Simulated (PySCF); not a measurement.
Screening by computed properties: pick the candidate that meets the target.

Species are written as SMILES; each is one conformer at its optimised geometry, gas phase, non-relativistic unless stated. Electronic properties by PySCF.

Dipoles, sizes and rotational constants follow the conformer. The torsions of the flexible species, by atom-mapped SMILES:
- `[CH3:1][O:2][CH2:3]/[C:4]([CH3:5])=[CH:6]/[C@H:7]([CH3:8])[F:9]`: C1–O2–C3–C4 180°, O2–C3–C4–C5 56°, C4–C6–C7–C8 -90°
- `[CH3:1][C:2](=[S:3])[C:4]1=[CH:5][Si@H:6]([Cl:7])[CH:8]=[CH:9][CH2:10]1`: C1–C2–C4–C5 13°
- `[CH3:1][O:2][CH2:3]/[C:4]([CH3:5])=[CH:6]\[CH2:7][CH2:8][F:9]`: C1–O2–C3–C4 180°, O2–C3–C4–C5 -116°, C4–C6–C7–C8 -139°, C6–C7–C8–F9 -66°
- `[CH3:1][SiH2:2][CH2:3]/[CH:4]=[CH:5]/[SiH2:6][SiH3:7]`: C1–Si2–C3–C4 -57°, Si2–C3–C4–C5 104°, C4–C5–Si6–Si7 111°

(1) Wanted: dipole moment below 1.5 D (PBE0/pcSseg-1) and HOMO energy above -7 eV (PBE0/pcSseg-1), at GFN2-xTB geometries. Which candidate meets both?
A. `C[SiH2]C/C=C/[SiH2][SiH3]`
B. `COC/C(C)=C/[C@H](C)F`
C. `COC/C(C)=C\CCF`
D. `CC(=S)C1=C[Si@H](Cl)C=CC1`

Answers

(1) D. Computed values:
| species | dipole moment | HOMO energy |
| --- | --- | --- |
| CC(=S)C1=C[Si@H](Cl)C=CC1 | 0.60 D | -6.51 eV |
| C[SiH2]C/C=C/[SiH2][SiH3] | 0.98 D | -7.13 eV |
| COC/C(C)=C/[C@H](C)F | 2.04 D | -7.23 eV |
| COC/C(C)=C\CCF | 2.84 D | -6.93 eV |
